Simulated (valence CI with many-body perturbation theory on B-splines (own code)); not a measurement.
Eu⁵⁰⁺: calculated level list

Computed by relativistic CI+MBPT: three valence electrons over a frozen Dirac-Fock core [Ne], a basis of 11 s, 11 p, 10 d, 8 f, 5 g, 2 h functions for each j, with the one-electron correlation potential Σ1 (screened to all orders), the two-electron term Σ2, the three-electron term Σ3, Breit, model QED; selected single and double excitations, second order for the rest, scaled by the run's own slope (own B-spline code, finite nucleus).

No measured spectrum was set against this ion. As an estimate, large intervals hold to a few tenths of a per cent, small ones and those within an open d or f shell to about a per cent.

Levels 1 to 45 of 158, with energies above the lowest level, (3s^2 3p1/2) J=1/2. "Leading %" is the weight of the configuration and term that name the level; weights of strongly mixed levels are sums over their largest components and can fall short. In the jj column 3d3/2^4 stands for four electrons in 3d with j = 3/2.

```tsv
No.	Configuration	Term	J	E (× 10³ cm⁻¹)	Leading %	Leading jj	g	Second component
1	3s²3p	²P°	1/2	0.00	99	3s^2 3p1/2 (99 %)	0.653	
2	3s3p²	⁴P	1/2	1043.7	58	3s 3p1/2^2 (98 %)	2.191	28 % 3s3p² ²S
3	3s²3p	²P°	3/2	1370.4	99	3s^2 3p3/2 (99 %)	1.325	
4	3s3p²	⁴P	3/2	2226.3	91	3s 3p1/2 3p3/2 (99 %)	1.648	7 % 3s3p² ²D
5	3s3p²	²D	5/2	2341.3	57	3s 3p1/2 3p3/2 (97 %)	1.352	41 % 3s3p² ⁴P
6	3s3p²	²D	3/2	2488.7	56	3s 3p1/2 3p3/2 (83 %)	0.954	26 % 3s3p² ²P
7	3s3p²	²P	1/2	2556.0	70	3s 3p1/2 3p3/2 (97 %)	1.227	27 % 3s3p² ⁴P
8	3s²3d	²D	3/2	2899.4	83	3s^2 3d3/2 (83 %)	0.831	9 % 3s3p² ²D
9	3s²3d	²D	5/2	3151.0	93	3s^2 3d5/2 (93 %)	1.217	6 % 3s3p² ⁴P
10	3p³	²P°	3/2	3530.0	34	3p1/2^2 3p3/2 (74 %)	1.199	22 % 3p³ ²D°
11	3s3p3d	⁴F°	3/2	3641.6	72	3s 3p1/2 3d3/2 (85 %)	0.583	13 % 3s3p3d ²D°
12	3s3p²	⁴P	5/2	3697.9	53	3s 3p3/2^2 (94 %)	1.403	43 % 3s3p² ²D
13	3s3p3d	⁴F°	5/2	3725.8	48	3s 3p1/2 3d3/2 (96 %)	1.036	25 % 3s3p3d ²F°
14	3s3p3d	⁴D°	1/2	3897.1	62	3s 3p1/2 3d3/2 (98 %)	0.377	31 % 3s3p3d ²P°
15	3s3p3d	⁴D°	3/2	3923.6	40	3s 3p1/2 3d3/2 (84 %)	1.307	22 % 3s3p3d ⁴P°
16	3s3p²	²S	1/2	3930.0	69	3s 3p3/2^2 (98 %)	1.888	15 % 3s3p² ⁴P
17	3s3p²	²P	3/2	3975.1	64	3s 3p3/2^2 (97 %)	1.197	28 % 3s3p² ²D
18	3s3p3d	⁴P°	5/2	4044.4	38	3s 3p1/2 3d5/2 (98 %)	1.350	29 % 3s3p3d ⁴D°
19	3s3p3d	⁴F°	7/2	4123.3	49	3s 3p1/2 3d5/2 (96 %)	1.247	27 % 3s3p3d ²F°
20	3s3p3d	²F°	5/2	4196.3	50	3s 3p1/2 3d5/2 (95 %)	1.049	18 % 3s3p3d ²D°
21	3s3p3d	²D°	3/2	4231.6	41	3s 3p1/2 3d5/2 (79 %)	1.127	32 % 3s3p3d ²P°
22	3p³	²D°	5/2	4864.2	72	3p1/2 3p3/2^2 (72 %)	1.153	13 % 3s3p3d ²F°
23	3p³	⁴S°	3/2	4896.3	45	3p1/2 3p3/2^2 (90 %)	1.385	45 % 3p³ ²D°
24	3p²3d	²D	3/2	4919.2	38	3p1/2^2 3d3/2 (98 %)	0.768	37 % 3p²3d ⁴F
25	3p³	²P°	1/2	4992.9	84	3p1/2 3p3/2^2 (84 %)	0.678	14 % 3s3p3d ²P°
26	3s3p3d	⁴D°	3/2	5107.5	42	3s 3p3/2 3d3/2 (98 %)	1.317	38 % 3s3p3d ⁴P°
27	3s3p3d	⁴P°	1/2	5117.2	85	3s 3p3/2 3d3/2 (97 %)	2.264	13 % 3s3p3d ⁴D°
28	3s3p3d	⁴D°	5/2	5120.0	48	3s 3p3/2 3d3/2 (82 %)	1.253	20 % 3s3p3d ⁴F°
29	3s3p3d	⁴F°	7/2	5145.4	40	3s 3p3/2 3d3/2 (85 %)	1.266	33 % 3s3p3d ⁴D°
30	3s3p3d	⁴F°	9/2	5283.8	100	3s 3p3/2 3d5/2 (100 %)	1.325	
31	3s3p3d	²D°	3/2	5311.5	64	3s 3p3/2 3d3/2 (73 %)	0.992	24 % 3s3p3d ⁴P°
32	3p²3d	²D	5/2	5315.5	30	3p1/2^2 3d5/2 (96 %)	1.194	22 % 3p²3d ⁴D
33	3s3p3d	²F°	5/2	5423.1	54	3s 3p3/2 3d3/2 (70 %)	1.066	15 % 3s3p3d ⁴P°
34	3s3p3d	²D°	5/2	5443.5	44	3s 3p3/2 3d5/2 (70 %)	1.219	23 % 3s3p3d ⁴P°
35	3s3p3d	²P°	1/2	5454.2	69	3s 3p3/2 3d3/2 (84 %)	0.608	20 % 3s3p3d ⁴D°
36	3s3p3d	²F°	7/2	5511.1	72	3s 3p3/2 3d5/2 (87 %)	1.207	24 % 3s3p3d ⁴D°
37	3s3p3d	²P°	3/2	5520.6	44	3s 3p3/2 3d5/2 (70 %)	1.164	40 % 3s3p3d ²D°
38	3s3p3d	²F°	7/2	5628.0	73	3s 3p3/2 3d5/2 (97 %)	1.197	19 % 3s3p3d ⁴D°
39	3s3p3d	²P°	1/2	5699.5	84	3s 3p3/2 3d5/2 (87 %)	0.691	8 % 3p³ ²P°
40	3s3p3d	²P°	3/2	5762.7	79	3s 3p3/2 3d5/2 (97 %)	1.303	7 % 3s3p3d ²D°
41	3s3p3d	²D°	5/2	5780.3	63	3s 3p3/2 3d5/2 (91 %)	1.116	21 % 3s3p3d ²F°
42	3p²3d	²F	5/2	6120.7	52	3p1/2 3p3/2 3d3/2 (91 %)	0.935	35 % 3p²3d ⁴F
43	3p²3d	⁴F	3/2	6172.5	40	3p1/2 3p3/2 3d3/2 (98 %)	0.920	27 % 3p²3d ²P
44	3p²3d	⁴D	1/2	6190.8	81	3p1/2 3p3/2 3d3/2 (99 %)	0.163	15 % 3p²3d ²P
45	3p²3d	²G	7/2	6210.6	45	3p1/2 3p3/2 3d3/2 (92 %)	1.042	28 % 3p²3d ²F
```

The ionisation energy to 3s² ¹S0 of the next ion comes out as 4514.7 eV (NIST: 4513 ± 4 eV (theoretical)). All 158 levels together are meant to be complete up to 17825 × 10³ cm⁻¹.
